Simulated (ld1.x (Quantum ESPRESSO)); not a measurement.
phosphorus, RRKJ: configuration errors across variants

phosphorus, norm-conserving RRKJ (Kleinman–Bylander form), made with ld1.x (Quantum ESPRESSO) 7.5 (LDA (PZ), scalar-relativistic). Core [Ne], reference 3s1 3p4. Waves: 3s (bound): rc 1.35 bohr; 3p (bound): rc 1.25 bohr. Local part: all-electron potential smoothed inside 0.95 bohr (lloc = -1). Core correction: none. rho0 = 0.01.

All-electron excitation energies from the reference (eV): (1) 3s2 3p3 -8.496; (2) 3s2 3p2 1.325; (3) 3s2 3p1 20.574; (4) 3s2 3p2.5 -4.675; (5) 3s1 3p3 10.397; (6) 3s1 3p0 102.658; (7) 3s0 3p5 8.640; (8) 3s1 3p4 spin -1.772; (9) 3s2 3p3 spin -10.006.

Spin tests fill each open shell by Hund’s rule, majority spin first.

Tests that are not counted but printed errors over 1 eV. “local potential all-electron potential smoothed inside 0.86 bohr (lloc = -1)”: 3s1 3p0 (solver errors, printed error +7.7 eV).

2 further variants failed, have other tests or another functional or relativity, and are left out.

A true bound ghost makes a file unfit for plane-wave use even where its test errors are small: the radial tests pick states by their node count and pass the ghost by. Where a test does run into it, the solver fails or the error is huge.

Errors AE − PS in meV (a dash: test not solved or not reliable):

```csv
change,(1),(2),(3),(4),(5),(6),(7),(8),(9),bound ghosts
base,+9.9,+6.6,+78,+5.7,+10,+2179,+7.3,+232,+128,s
core correction a·sin(br)/r model core inside 1.06 bohr,+5.0,+4.4,+57,+2.2,+8.6,+963,+2.9,+29,+22,s
"all radii scaled by about 1.28 (s 1.72, p 1.60 bohr); local potential all-electron potential smoothed inside 1.20 bohr (lloc = -1)",+3.6,+3.6,+34,+2.2,+5.4,+530,+3.8,+239,+127,none
local potential the p channel,+7.3,+6.3,+26,+5.8,+5.3,+405,+7.2,+232,+123,none
"type ultrasoft; waves now 3s (bound): rcut 1.15, rcutus 1.35 bohr; 3s channel at 0.75 Ry: rcut 1.15, rcutus 1.35 bohr; 3p (bound): rcut 1.10, rcutus 1.25 bohr; 3p channel at 0.6 Ry: rcut 1.10, rcutus 1.25 bohr; local potential all-electron potential smoothed inside 1.10 bohr (lloc = -1); augmentation PSQ, inside the norm-conserving radii; rho0 0",+3.0,+2.7,+12,+2.6,+1.2,+295,+2.7,+284,+150,"p, s"
local potential all-electron potential smoothed inside 0.86 bohr (lloc = -1),+4.9,+5.3,+9.4,+5.0,+3.8,–,+7.4,+232,+120,s
wave 3p (bound): rc 1.25 bohr becomes 3p (bound): rc 1.88 bohr,+3.1,+8.6,+170,+1.1,+11,+2905,+2.1,+240,+129,s
core correction a·sin(br)/r model core inside 0.90 bohr,+4.7,+4.2,+57,+1.9,+8.6,+887,+2.7,+16,+14,s
```

Give the same row for: wave 3s (bound): rc 1.35 bohr becomes 3s (bound): rc 1.32 bohr.

+9.5, +6.2, +82, +5.2, +11, +2233, +6.7, +232, +127; bound ghosts: s.
